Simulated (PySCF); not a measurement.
Positional isomers: benzothiophene ethynyl+boryl. Isolated molecules, 0 K electronic values unless said otherwise. One relaxed conformer stands for each flexible species; it need not be the lowest. Strings in code marks are SMILES.

The numbers are results of PBE-D3(BJ)/def2-TZVP // PBE0-D3(BJ)/def2-SVP in PySCF 2.14.0, not measurements. All candidates: neutral, multiplicity 1. Excitations are Tamm–Dancoff values on a coarser integration grid. The basis has no diffuse functions, so Rydberg states are missing or too high.

| Quantity | Result |
|---|---|
| S1 excitation (TDA) | 2.97 eV |
| HOMO | -5.71 eV |
| brightest of the four lowest singlets (TDA) | 3.96 eV |

Task: Which member has these values?
(A) `Bc1cc2cc(C#C)ccc2s1`
(B) `Bc1c(C#C)ccc2ccsc12`
(C) `Bc1cc2ccc(C#C)cc2s1`
(D) `Bc1cc2c(C#C)cccc2s1`

Result: D, `Bc1cc2c(C#C)cccc2s1`. The others give `Bc1cc2ccc(C#C)cc2s1`: 3.12 eV, -5.78 eV, 3.52 eV; `Bc1cc2cc(C#C)ccc2s1`: 2.91 eV, -5.76 eV, 3.64 eV; `Bc1c(C#C)ccc2ccsc12`: 2.92 eV, -5.66 eV, 4.29 eV
